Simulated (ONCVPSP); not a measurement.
## Before and after: ONCV potential for bromine

- Element: Br (Z = 35)
- Generator: ONCVPSP 4.0.1
- Type: optimised norm-conserving Vanderbilt (ONCV)
- Functional: PBE
- Relativity: fully relativistic
- Frozen core: [Ne]
- Valence charge: 25
- Reference configuration: 3s2 3p6 3d10 4s2 4p5
- Partial waves: 3s+4s: rc 0.80 bohr, ncon 5, nbas 8, qcut 18.6 1/bohr, 3 projectors, debl 3.2 Ha; 3p+4p: rc 1.05 bohr, ncon 4, nbas 8, qcut 14.4 1/bohr, 2 projectors; 3d: rc 0.85 bohr, ncon 4, nbas 8, qcut 20 1/bohr, 2 projectors, debl 2.3 Ha
- Local potential: polynomial inside 0.60 bohr (lpopt 4, dvloc0 0 Ha)
- Core correction: Teter function, fcfact 3.5, rcfact 1

Open shells are filled in proportion to 2j + 1.

In the d channel the program set the typed energies aside and used -2.435, 0.250 Ha (j = l + 1/2; the other j can differ).

Change: s: qcut 12.9.

Cutoffs: the cutoffs (Ha) at which the residual kinetic energy of the hardest occupied pseudo-wave falls to 1 and 0.1 mHa per electron; they do not see the model core or the augmentation charge, which bear on the density cutoff. Errors are all-electron minus pseudo energies relative to the spin-unpolarised reference configuration.

Question: How do hardness, ghosts and transferability respond?

Answer: The potential gets harder (155 Ha and 172 Ha → 173 Ha and 257 Ha); of the 4 tests that both files solve, the error grows in 0 and shrinks in 1 by more than 15 % and 0.3 meV (median size 3.2 → 3.0 meV); neither file shows a bound ghost.

| quantity | base | changed |
| --- | --- | --- |
| cutoff, loose | 155 Ha | 173 Ha |
| cutoff, tight | 172 Ha | 257 Ha |
| loose cutoff by channel | s 129 Ha, p 73 Ha, d 155 Ha | s 173 Ha, p 73 Ha, d 155 Ha |
| bound ghosts | none | none |
| GHOST(+) flags under 300 eV | none | none |
| largest miss of a reference level, eV | 0.07 | 0.07 |
| error for 3s2 3p6 3d10 4s2 4p4, meV [ΔE 12.56 eV] | -1.8 | -1.8 |
| error for 3s2 3p6 3d10 4s2 4p3, meV [ΔE 35.33 eV] | -4.2 | -4.2 |
| error for 3s2 3p6 3d10 4s2 4p2, meV [ΔE 69.32 eV] | -7.0 | -6.8 |
| error for 3s2 3p6 3d10 4s1 4p5, meV [ΔE 25.55 eV] | +2.2 | +1.7 |
| s: phases at 0.81 bohr within 0.05 rad from the reference energy up to (Ha; the scan ends near 5) | to the end of the scan | to the end of the scan |
| p3/2: phases at 1.07 bohr within 0.05 rad from the reference energy up to (Ha; the scan ends near 5) | to the end of the scan | to the end of the scan |
| p1/2: phases at 1.07 bohr within 0.05 rad from the reference energy up to (Ha; the scan ends near 5) | to the end of the scan | to the end of the scan |
| d5/2: phases at 0.86 bohr within 0.05 rad from the reference energy up to (Ha; the scan ends near 5) | to the end of the scan | to the end of the scan |
| d3/2: phases at 0.86 bohr within 0.05 rad from the reference energy up to (Ha; the scan ends near 5) | to the end of the scan | to the end of the scan |
| rms error of d²Exc/dni dnj with the model core, mHa | 8.47 | 8.28 |
